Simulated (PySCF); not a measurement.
Spin-rotation constants: `CC#C[C@H]1C=C1CCC`, C9H12

Geometry:
```csv
atom,x (Å),y (Å),z (Å)
C1,4.255,0.175,1.357
C2,3.188,0.251,0.381
C3,2.311,0.324,-0.436
C4,1.247,0.406,-1.392
C5,0.404,-0.811,-1.699
C6,-0.172,0.095,-0.968
C7,-1.300,0.618,-0.192
C8,-2.463,-0.374,-0.137
C9,-3.633,0.177,0.668
H10,4.486,1.170,1.739
H11,3.953,-0.460,2.191
H12,5.153,-0.244,0.903
H13,1.420,1.144,-2.175
H14,0.406,-1.750,-2.195
H15,-0.952,0.846,0.822
H16,-1.633,1.563,-0.636
H17,-2.113,-1.306,0.311
H18,-2.789,-0.597,-1.155
H19,-3.326,0.391,1.690
H20,-4.447,-0.543,0.699
H21,-4.005,1.097,0.223
```

Level of theory: GIAO CAM-B3LYP/pcSseg-1 magnetisability, rotational g tensor and spin-rotation constants, non-relativistic, gas phase (PySCF 2.14.0). Geometry: GFN2-xTB.

Q: Give the nuclear spin-rotation constants along the inertial axes (H = +C I·J) beside the isotropic shieldings.

A: Rotational constants 3.4304, 0.6164, 0.5541 GHz. A star marks the isotopologue with that one atom substituted, in its own axes.
```csv
atom,isotope,Caa (kHz),Cbb (kHz),Ccc (kHz),mean (kHz),σ (ppm)
H10,1H,-0.343,-0.047,-0.009,-0.133,29.9
H11,1H,-0.357,-0.030,-0.023,-0.137,30.0
H12,1H,-0.089,-0.046,-0.050,-0.062,29.9
H13,1H,-0.345,-0.040,-0.011,-0.132,29.9
H14,1H,-0.374,-0.025,0.019,-0.127,25.1
H15,1H,-0.304,0.014,-0.063,-0.117,29.2
H16,1H,-0.308,-0.065,0.006,-0.122,29.5
H17,1H,-0.323,-0.065,0.006,-0.127,30.0
H18,1H,-0.298,0.006,-0.062,-0.118,30.0
H19,1H,-0.324,0.006,-0.064,-0.127,30.7
H20,1H,-0.108,-0.068,-0.030,-0.069,30.4
H21,1H,-0.324,-0.066,0.000,-0.130,30.7
C1,13C*,0.407,0.074,0.069,0.183,181.6
C2,13C*,0.498,0.134,0.182,0.272,110.9
C3,13C*,0.577,0.154,0.201,0.311,91.9
C4,13C*,0.571,0.055,0.071,0.233,177.3
C5,13C*,1.089,0.123,0.190,0.467,73.0
C6,13C*,1.676,0.135,0.151,0.654,47.8
C7,13C*,0.530,0.107,0.094,0.244,153.0
C8,13C*,0.532,0.098,0.086,0.239,159.2
C9,13C*,0.466,0.088,0.081,0.211,168.3
```
For the geometry as given, no vibrational averaging.
